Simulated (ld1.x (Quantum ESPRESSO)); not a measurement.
What one change does to a pseudopotential (strontium (Sr), TM)

Sr, norm-conserving Troullier–Martins (Kleinman–Bylander form), made with ld1.x (Quantum ESPRESSO) 7.5 (PBE, fully relativistic). Core [Kr], reference 4d0 5s1 5p1. Waves: 5s (bound): rc 3.75 bohr; 5p (bound): rc 4.20 bohr; 4d (bound, empty): rc 2.20 bohr. Local part: all-electron potential smoothed inside 1.95 bohr (lloc = -1). Core correction: a·sin(br)/r model core inside 1.15 bohr.

Open shells are filled in proportion to 2j + 1 (rel_dist='average').

Change: type TM semilocal; scalar-relativistic; local potential the d channel.

Cutoffs: the cutoffs (Ry, on a coarse ladder) from which the occupation-weighted sum of valence levels, in a spherical-Bessel basis at the reference potential, stays within 10 and 1 mRy of its value at 400 Ry; they do not see the model core or the augmentation charge, which bear on the density cutoff. Errors are all-electron minus pseudo energies relative to the spin-unpolarised reference configuration.

Q: How do hardness, ghosts and transferability respond?

A: Both files are so soft that the ladder of cutoffs tells neither apart; the bound ghost in p, s disappears; the number of tests that count goes from 6 to 7; the errors of the 6 common tests hardly move. A semilocal file is local in each channel, so a ghost entry of none says nothing of the separable form that plane-wave codes build from it. Several settings change at once here, so the effects cannot be laid on one of them.

```tsv
quantity	base	changed
cutoff, loose	6 Ry	6 Ry
cutoff, tight	8 Ry	8 Ry
bound ghosts	s, p3/2, p1/2	none
tests counted (converged, no solver errors)	6 of 7	7 of 7
error for 4d0 5s2 5p0, meV [ΔE -2.30 eV]	-7.4	-7.3
error for 4d0 5s1 5p0, meV [ΔE 3.59 eV]	+0.1	-0.2
error for 4d0 5s1.5 5p0, meV [ΔE 0.04 eV]	-3.9	-4.1
error for 4d0.5 5s1.5 5p0, meV [ΔE -1.15 eV]	-31	-31
error for 4d1 5s1 5p0, meV [ΔE 0.03 eV]	-66	-67
error for 4d1 5s0 5p0, meV [ΔE 5.35 eV]	-101	-103
s: phases at 4.57 bohr within 0.05 rad from the reference energy up to (Ry; the scan ends near 5)	0.7	0.7
```

Base: The cutoffs count occupied waves only; the empty 4d level needs 18 Ry at the loose tolerance. Tests not counted: 4d0 5s0 5p1 (solver errors, printed error -616 meV). Changed file: The cutoffs count occupied waves only; the empty 4d level needs 18 Ry at the loose tolerance. A true bound ghost makes a file unfit for plane-wave use even where its test errors are small: the radial tests pick states by their node count and pass the ghost by.
